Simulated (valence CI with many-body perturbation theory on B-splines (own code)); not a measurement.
**Level structure of Kr XXIV**

Method: valence CI with perturbative core correlation (CI+MBPT): three valence electrons over a frozen Dirac-Fock core [Ne], a basis of 11 s, 11 p, 10 d, 8 f, 5 g, 2 h functions for each j, with the one-electron correlation potential Σ1, the two-electron term Σ2, the three-electron term Σ3, Breit, model QED; selected CI, second order for the rest, scaled by the run's own slope (own B-spline code, finite nucleus).

No measured levels were compared; by estimate levels of excited configurations hold to 0.05 to 0.15 % of their energy, terms of the ground configuration to about 0.5 %.

Levels 1 to 45 of 152, with energies above the lowest level, 3s2 3p 2P°_1/2. "Leading %" is the weight of the configuration and term that name the level; weights of strongly mixed levels are sums over their largest components and can fall short. Lifetimes count E1, E2, E3, M1 and M2 decay at the calculated energies, and are blank where another channel may lead or the interval is too uncertain; long ones can be off by a factor of two.

```
No.  Configuration  Term    J  E (cm⁻¹)  Leading %   Second component  Lifetime
  1         3s2 3p   2P°  1/2         0         98                             
  2         3s2 3p   2P°  3/2     97367         98                       120 μs
  3         3s 3p2    4P  1/2    411830         91      7 % 3s 3p2 2S   1.31 ns
  4         3s 3p2    4P  3/2    464010         98                      9.97 ns
  5         3s 3p2    4P  5/2    500420         80     18 % 3s 3p2 2D   1.57 ns
  6         3s 3p2    2D  3/2    579870         81     12 % 3s2 3d 2D   98.6 ps
  7         3s 3p2    2D  5/2    611740         69     19 % 3s 3p2 4P    262 ps
  8         3s 3p2    2P  1/2    658220         61     32 % 3s 3p2 2S   15.1 ps
  9         3s 3p2    2S  1/2    755220         60     36 % 3s 3p2 2P   17.6 ps
 10         3s 3p2    2P  3/2    765480         88      7 % 3s2 3d 2D   10.5 ps
 11         3s2 3d    2D  3/2    843170         80     15 % 3s 3p2 2D   10.7 ps
 12         3s2 3d    2D  5/2    856190         86     12 % 3s 3p2 2D   14.0 ps
 13            3p3   2D°  3/2   1049700         38       22 % 3p3 2P°   36.5 ps
 14            3p3   2D°  5/2   1097700         63  34 % 3s 3p 3d 2D°    111 ps
 15            3p3   4S°  3/2   1107700         63       18 % 3p3 2D°   17.3 ps
 16       3s 3p 3d   4F°  3/2   1141600         90                       178 ps
 17       3s 3p 3d   4F°  5/2   1161100         90   4 % 3s 3p 3d 4D°    208 ps
 18       3s 3p 3d   4F°  7/2   1191400         90   8 % 3s 3p 3d 4D°    213 ps
 19            3p3   2P°  1/2   1202500         81  16 % 3s 3p 3d 2P°   23.6 ps
 20       3s 3p 3d   4P°  5/2   1225600         56  28 % 3s 3p 3d 4D°   18.9 ps
 21       3s 3p 3d   4D°  3/2   1227900         51  28 % 3s 3p 3d 4P°   15.8 ps
 22       3s 3p 3d   4D°  1/2   1233200         86   8 % 3s 3p 3d 4P°   12.0 ps
 23       3s 3p 3d   4F°  9/2   1244800        100                             
 24            3p3   2P°  3/2   1248200         44  12 % 3s 3p 3d 4D°   20.5 ps
 25       3s 3p 3d   4D°  5/2   1292800         55  10 % 3s 3p 3d 2D°   13.4 ps
 26       3s 3p 3d   4D°  7/2   1293600         89   9 % 3s 3p 3d 4F°   14.5 ps
 27       3s 3p 3d   4P°  3/2   1297200         54  33 % 3s 3p 3d 4D°   15.2 ps
 28       3s 3p 3d   4P°  1/2   1297300         91   9 % 3s 3p 3d 4D°   17.7 ps
 29       3s 3p 3d   2F°  5/2   1304200         56  20 % 3s 3p 3d 4P°   21.8 ps
 30       3s 3p 3d   2D°  3/2   1310600         55       19 % 3p3 2D°   13.5 ps
 31       3s 3p 3d   2D°  5/2   1336400         50  23 % 3s 3p 3d 2F°   18.6 ps
 32       3s 3p 3d   2F°  7/2   1393500         99                      23.0 ps
 33       3s 3p 3d   2P°  3/2   1422300         48  32 % 3s 3p 3d 2D°   8.46 ps
 34       3s 3p 3d   2F°  7/2   1467400         95                      10.5 ps
 35       3s 3p 3d   2P°  1/2   1472100         90        6 % 3p3 2P°   12.5 ps
 36       3s 3p 3d   2F°  5/2   1474300         90   6 % 3s 3p 3d 2D°   8.75 ps
 37       3s 3p 3d   2P°  1/2   1499500         86        9 % 3p3 2P°   6.93 ps
 38       3s 3p 3d   2P°  3/2   1511400         57  28 % 3s 3p 3d 2D°   8.00 ps
 39       3s 3p 3d   2D°  5/2   1517800         77       11 % 3p3 2D°   6.74 ps
 40       3s 3p 3d   2P°  3/2   1520500         54  24 % 3s 3p 3d 2D°   6.83 ps
 41         3p2 3d    4F  3/2   1700000         69     10 % 3p2 3d 4D   27.7 ps
 42         3p2 3d    2F  5/2   1727800         42     26 % 3p2 3d 4F   37.0 ps
 43         3p2 3d    4F  5/2   1737200         51     41 % 3p2 3d 2F   35.9 ps
 44         3p2 3d    2F  7/2   1758600         60     16 % 3p2 3d 4F   43.2 ps
 45         3p2 3d    2P  3/2   1765700         53     23 % 3p2 3d 4D   20.0 ps
```

Names give the largest LS component (configuration and term), which can be under half, so a name can repeat, a term be missing and a line seem to break the LS rules; names also repeat where a configuration has a term twice.

The ionisation energy to 3s2 1S_0 of the next ion comes out as 1051.1 eV (NIST: 1042 ± 5 eV (semi-empirical)). All 152 levels together are meant to be complete up to 4185100 cm⁻¹.
